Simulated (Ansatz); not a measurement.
`[GeH3][TeH]`. The species carries charge 0 and has multiplicity 1. Te: def2 effective core potential. Geometry: relaxed with PBE0-D4/def2-TZVP.

```xyz
6

Ge   -0.408    0.105   -0.516
Te    1.215   -1.194    0.974
H     0.271    1.354   -1.097
H    -0.784   -0.865   -1.645
H    -1.660    0.509    0.274
H     1.366    0.091    2.010
```

Question: What is the dipole moment at B3LYP/def2-TZVPP? (Estimate.)

Answer: Ansatz gave: 0.67 D, with components (-0.41, 0.44, -0.30) D in this frame, pointing from negative to positive charge.

Question: And with PBE, r2SCAN, ωB97M-V? (Best estimate.)

Answer: Computed: PBE 0.65 D, r2SCAN 0.72 D, ωB97M-V 0.77 D.

Question: Give the Mulliken charges with B3LYP, r2SCAN, PBE in def2-TZVPP. (Best estimate.)

Answer: Ansatz gave: 
| atom | B3LYP | r2SCAN | PBE |
| --- | --- | --- | --- |
| Ge1 | 0.12 | 0.17 | 0.12 |
| Te2 | -0.11 | -0.15 | -0.12 |
| H3 | 0.00 | -0.01 | 0.00 |
| H4 | 0.00 | -0.01 | 0.00 |
| H5 | 0.00 | -0.01 | 0.00 |
| H6 | -0.02 | 0.00 | 0.00 |

B3LYP here is the variant with VWN-RPA as its local correlation; programs differ in this.
